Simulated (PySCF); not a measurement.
Below is a simulated gas-phase C 1s photoelectron spectrum of `CN(C)c1ccco1`.

Every computed line was given a Gaussian of 0.6 eV full width at half maximum and an area set by the number of equivalent atoms; the highest printed point is 100. Theory: PySCF 2.14.0, delta-SCF UKS SCAN, pcX-2 on the ionised atom, pcseg-1 elsewhere, spin-free X2C.

binding energy (eV), intensity and a bar:
```
    288.7          0 
    288.8          0 
    288.9          1 
    289.0          4 #
    289.1          9 ###
    289.2         16 #####
    289.3         27 ########
    289.4         39 ############
    289.5         49 ###############
    289.6         56 #################
    289.7         60 ##################
    289.8         60 ##################
    289.9         59 ##################
    290.0         55 #################
    290.1         48 ##############
    290.2         39 ############
    290.3         31 #########
    290.4         28 ########
    290.5         31 #########
    290.6         37 ###########
    290.7         43 #############
    290.8         45 #############
    290.9         41 ############
    291.0         33 ##########
    291.1         24 #######
    291.2         21 ######
    291.3         25 #######
    291.4         37 ###########
    291.5         57 #################
    291.6         78 #######################
    291.7         94 ############################
    291.8        100 ##############################
    291.9         97 #############################
    292.0         87 ##########################
    292.1         76 #######################
    292.2         63 ###################
    292.3         50 ###############
    292.4         37 ###########
    292.5         24 #######
    292.6         14 ####
    292.7          7 ##
    292.8          3 #
    292.9          1 
    293.0          0 
    293.1          0
```

Q: How many maxima does the curve show, and how many computed lines lie under it?

A: The curve has 3 maxima (at 289.8, 290.8 and 291.8 eV). Under it lie 5 lines from 5 inequivalent carbon sites. At this width some lines have no maximum of their own.

Q: Decompose the envelope and assign each component. Numbering: `[CH3:1][N:2]([CH3:3])[c:4]1[cH:5][cH:6][cH:7][o:8]1`.

A: 
```
position (eV)  relative area  line  atoms                        environment
       289.56              1  C 1s     C5                 aromatic CH carbon
       290.01              1  C 1s     C6                 aromatic CH carbon
       290.79              1  C 1s     C7  aromatic CH next to a ring oxygen
       291.75              2  C 1s  C1/C3                    N-methyl carbon
       292.21              1  C 1s     C4   aromatic carbon bearing nitrogen
```

The listed C 1s values span 2.65 eV, from C5 (bonded to 2 C (aromatic in the SMILES) and H) to C4 (bonded to O (aromatic in the SMILES), N and C (aromatic in the SMILES)). Summing the Pauling electronegativity differences to the bonded atoms, each weighted by its formal bond order, gives -0.35 for the lowest site and +1.83 for the highest; no listed site has a larger sum than the highest. The smallest sum, -0.56, belongs to C1/C3, 2.19 eV above the lowest.

No satellites, vibrations or lifetime broadening are included. Topologically equivalent atoms share the value of their first member; where this conformer doesn't relate them by symmetry, their own values could differ. Geometry: PBE0-D3(BJ)/def2-SVP; no solvent, vibrations or thermal averaging.

Shape of the structure used: `[CH3:1][N:2]([CH3:3])[c:4]1[cH:5][cH:6][cH:7][o:8]1`: C1–N2–C4–C5 -5°.
